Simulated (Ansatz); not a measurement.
Reactions of CH$_{5}$FSiTe, SMILES `F[SiH2]C[TeH]`.

Program: Ansatz. Geometries: PBE0-D4/def2-TZVP. ΔE: electronic, gas phase. CCSD(T)/CBS is the MP2 limit (def2-TZVPP, def2-QZVPP) plus CCSD(T) − MP2 in def2-TZVPP, frozen cores. This one scheme is used for every species. Triplets are unrestricted, without spin–orbit coupling. def2 core potentials past Kr. For Ge, Te outer-core shells are correlated without core-valence functions, which leaves a few kJ/mol of doubt a bond. Scalar relativity is left out up to krypton. Each species was taken in one conformer, which may not be the lowest.

(1) Order these by ΔE at CCSD(T)/CBS, lowest first. (Best estimate.)
A. `F[SiH2]C[TeH]` + `O[SiH2]C(F)Cl` → `F[SiH2]C(F)Cl` + `O[SiH2]C[TeH]`
B. `F[SiH2]C[TeH]` + H₂O → `OC[TeH]` + `F[SiH3]`
C. `F[SiH2]C[TeH]` + H₂O → `OC[SiH2]F` + H₂Te
D. `F[SiH2]C[TeH]` + `C=CN(C)[SiH2]Cl` → `CN([SiH2]F)[SiH2]Cl` + `C=CC[TeH]`
E. `F[SiH2]C[TeH]` → `[SiH2]` + `FC[TeH]`
F. `F[SiH2]C[TeH]` → `[CH2]` (triplet) + `F[SiH2][TeH]`
G. `F[SiH2]C[TeH]` + `C#COC=O` → `O=CO[SiH2]F` + `C#CC[TeH]`
H. `F[SiH2]C[TeH]` + GeH₄ → `[GeH3][TeH]` + `C[SiH2]F`

Largest T1 diagnostic: 0.016, for `C#COC=O`.

Answers

(1) G (-44.3 kcal/mol), H (-23.0 kcal/mol), D (-14.7 kcal/mol), A (+1.0 kcal/mol), C (+22.3 kcal/mol), B (+26.1 kcal/mol), F (+93.8 kcal/mol), E (+114.0 kcal/mol).
